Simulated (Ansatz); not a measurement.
The same molecule with X = B, Al, Ga. Ansatz, PBE0-D4/def2-TZVP geometries, multiplicity 1. Each molecule was computed in one conformer, which needn't be the lowest.

Scalar relativity is left out up to krypton.

```
 X           molecule  mean X–H bond length / Å  mean X–N bond length / Å  mean X–Se bond length / Å  LUMO energy (ωB97M-V/def2-TZVPP) / eV  HOMO–LUMO gap (ωB97M-V/def2-TZVPP) / eV  HOMO–LUMO gap (PBE/def2-TZVPP) / eV
 B          `NB[SeH]`                     1.192                     1.389                      1.956                                   1.86                                    10.82                                 5.07
Ga  `[NH2][GaH][SeH]`                     1.554                     1.809                      2.330                                   1.15                                    10.23                                 4.46
```

Problem. Give the row for X = Al, `[NH2][AlH][SeH]`. (An estimate is asked.)

Solution. Ansatz gave: 
| X | molecule | mean X–H bond length / Å | mean X–N bond length / Å | mean X–Se bond length / Å | LUMO energy (ωB97M-V/def2-TZVPP) / eV | HOMO–LUMO gap (ωB97M-V/def2-TZVPP) / eV | HOMO–LUMO gap (PBE/def2-TZVPP) / eV |
| --- | --- | --- | --- | --- | --- | --- | --- |
| Al | `[NH2][AlH][SeH]` | 1.577 | 1.762 | 2.323 | 1.21 | 10.40 | 4.73 |

From B to Ga the mean X–H bond length isn't monotonic: highest at Al, lowest at B; the mean X–N bond length rises at each step, by 0.420 Å in all; the mean X–Se bond length rises at each step, by 0.374 Å in all; the LUMO energy (ωB97M-V/def2-TZVPP) falls at each step, by 0.71 eV in all; the HOMO–LUMO gap (ωB97M-V/def2-TZVPP) falls at each step, by 0.59 eV in all; the HOMO–LUMO gap (PBE/def2-TZVPP) falls at each step, by 0.61 eV in all.

Spin–orbit coupling is left out; it splits and shifts lone-pair levels of the heavy atoms by tenths of an eV.
